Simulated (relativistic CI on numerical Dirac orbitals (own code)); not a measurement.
Computed by Dirac-Coulomb-Breit CI, separate exchange-only KLI orbitals for each configuration, QED by a radiative potential, unscaled Slater integrals (own radial code, finite nucleus).

The strongest absorption lines from the ground level of an ion, among the configurations computed and to levels below about 62.8 eV (vacuum wavelength in nm, gf): 20.416 (0.039), 22.416 (0.064), 22.452 (0.092), 22.620 (0.5), 22.652 (0.053), 22.904 (0.12), 23.127 (0.73), 23.375 (0.16).

(1) Which ion is it?
A. Ag⁸⁺
B. In¹⁰⁺
C. Sb¹²⁺
D. Tc⁴⁺

## Answers

(1) A. Ag⁸⁺ has 39 electrons and the ground level 4s2 4p6 4d3 4F_3/2; the strongest line goes to 4s2 4p6 4d2 5p 4F°_3/2. The pattern of lines fixes the number of electrons, and along that sequence the line energies rise steadily with the charge (about as its square where n changes within one kind of shell, about linearly where n is kept but much faster in heavy ions where fine structure, which grows about as Z⁴, sets the gap, and irregularly where shells cross), which fixes Z. Configurations outside the model, such as inner-shell arrays, can give stronger lines. At this charge configurations can still be misplaced by up to about 7 % of their energy. Terms inside the open d or f shell come out 10 to 20 % too wide with unscaled integrals.

LS names give the leading component of a level, which can be under half, so a name can repeat, a term be missing and a line seem to break the LS rules.
